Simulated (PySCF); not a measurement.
C₂H₆BrIn. Atoms are numbered in the order given.

```xyz
10

In     0.5689     0.4538     0.0513
Br    -1.4185    -1.1328    -0.1327
C      0.2371     2.2704    -1.0871
H      1.1856     2.6766    -1.4665
H     -0.2350     3.0152    -0.4282
H     -0.4424     2.0481    -1.9209
C      2.1202    -0.3860     1.3137
H      2.9567     0.3140     1.4464
H      2.4822    -1.3141     0.8474
H      1.6796    -0.6330     2.2905
```
Charge 0, spin multiplicity 1.

The structure is a stationary point at B3LYP-D3(BJ)/def2-SVP. The structure was generated by enumeration; whether it is a known compound was not checked. The def2 effective core potentials stand for the cores of In; spin–orbit coupling is left out.

The numbers are results of C-PCM-PBE0/def2-SVP run with PySCF 2.14.0, not measurements.

The values are the electrostatic part of the solvation free energy, E(continuum) − E(gas) at the gas-phase geometry, in a cavity of scaled van der Waals radii (PySCF's table); cavitation and dispersion terms are not included. A continuum can't describe solvent molecules that bind to the metal. In vacuum the orbital gap is 5.96 eV. The dipole moment in vacuum is 3.74 D.

Q: Estimate the values in water (ε = 78.36), N,N-dimethylformamide (ε = 37.22), acetone (ε = 20.49). (An estimate is asked for; the answer gives what the named calculation found.)

A: 
```tsv
solvent	ε	ΔG(elec) (kcal/mol)	dipole (D)	gap (eV)
water	78.36	-6.8	5.05	6.53
N,N-dimethylformamide	37.22	-6.6	5.03	6.53
acetone	20.49	-6.5	4.99	6.51
```
